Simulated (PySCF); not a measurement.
Compound: C₃H₇OSSi (doublet state).
SMILES with atom numbers: `[SiH3:1][S:2][C:3]1[CH2:4][O:5][CH2:6]1` (hydrogens: H7, H8, H9 on Si1; H10, H11 on C4; H12, H13 on C6)

Geometry (GFN2-xTB, Å), atoms numbered from 1 in this order:
```
atom  x, y, z in Å
Si1    2.4415    0.1236   -0.1093
S2     0.7447    1.4283    0.2103
C3    -0.5242    0.4603   -0.4154
C4    -1.9956    0.7113   -0.3857
O5    -2.2276   -0.6999   -0.3283
C6    -0.8326   -0.9932   -0.2502
H7     3.5470    0.9826    0.2739
H8     2.2813   -1.0334    0.7638
H9     2.4431   -0.2719   -1.5110
H10   -2.3862    1.2338    0.4977
H11   -2.4314    1.1653   -1.2835
H12   -0.5588   -1.4438    0.7149
H13   -0.5055   -1.6625   -1.0564
```

The hyperfine couplings belong to this conformer and change with its torsions.

Method used: UKS B3LYP, pcH-1 on C H O S Si, non-relativistic, mean-field spin-orbit, GIAO (PySCF). The structure is a single GFN2-xTB conformer in the gas phase; no vibrational or solvent corrections. A GFN2-xTB geometry isn't a minimum of the functional, and hyperfine couplings can be far from their values at a DFT geometry. The SCF solution wasn't tested for stability.

Problem. Break the g tensor into its mass correction, gauge correction and orbital-Zeeman/spin–orbit terms.

Solution. 
| Δg (ppm) | 1 | 2 | 3 |
| --- | --- | --- | --- |
| relativistic mass correction | -159 | -159 | -159 |
| gauge correction | 4 | 33 | 23 |
| orbital Zeeman/spin–orbit | -461 | 2259 | 4374 |
| total | -616 | 2133 | 4238 |

So g = 2.00170, 2.00445, 2.00656 and g_iso = 2.00424; the tensor is rhombic: the two nearest values differ by 43 % of g3 − g1. Axes: g3 points within 13° of the Si1–S2 bond.

Problem. What effective moment and Curie constant follow for a powder?

Solution. With the mean of g² = 4.0170 and S(S+1) = 0.75: μ_eff = √(⟨g²⟩S(S+1)) = 1.736 μB and χT = 0.12505·⟨g²⟩·S(S+1) = 0.377 cm³ K/mol (cgs; spin-Hamiltonian part alone).

Problem. At 93.728 GHz, how far is the centre of the isotropic spectrum from where a free electron (g = 2.002319) resonates?

Solution. B = hν/(g μB) with μB/h = 13.99624 MHz/mT gives 3344.45 mT for the free electron and 3341.25 mT at g_iso, 3.20 mT lower.

Problem. What are the electron Larmor frequencies g μB B/h along the three axes at 340 mT?

Solution. 9.5256, 9.5386, 9.5487 GHz for g1, g2 and g3, a range of 23.1 MHz.

Problem. In a frozen sample, at which fields do the three g values resonate at 9.5, 34, 94 and 263 GHz (hyperfine left aside), and which band first spreads them over more than twice a line width of 1.0 mT?

Solution. 
```csv
band,GHz,B(g3) mT,B(g2) mT,B(g1) mT,spread mT
X,9.5,338.27,338.62,339.09,0.82
Q,34.0,1210.64,1211.91,1213.58,2.94
W,94.0,3347.07,3350.58,3355.19,8.12
J,263.0,9364.67,9374.51,9387.38,22.71
```

The spread grows in proportion to the frequency. Q band is the first where it exceeds 2.0 mT.

The largest Mulliken spin populations are on C3 (+0.81), S2 (+0.13) and C4 (-0.06). C3 is the only atom above +0.15. The angles at C3 add up to 347.8°, so it is slightly pyramidal.

The HOMO–LUMO gaps are 4.63 eV among the α and 5.18 eV among the β orbitals.
